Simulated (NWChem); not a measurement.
A calculation on BO (+1)

```xyz
2

B      0.0000     0.0000     0.7428
O      0.0000     0.0000    -0.4643
```
Charge +1, spin multiplicity 1.

Everything below was run with NWChem. All single points use one geometry, from PBE/def2-SVP, a minimum by its harmonic frequencies.

Symmetry labels belong to the abelian group C2v used in the runs, with the axes of the coordinates shown; states degenerate in a higher group split over its labels.

The spin multiplicity of the parent species was assumed, not shown to be that of its ground state. The structure started from a generated list of species.

Task: List the lowest 3 singlet excitations that CIS/aug-cc-pVDZ gives, with oscillator strengths.

Result: 
```csv
state,symmetry,energy (eV),wavelength (nm),f
1,b2,2.02,613,0.011
2,b1,2.02,613,0.011
3,a1,5.61,221,0.022
```
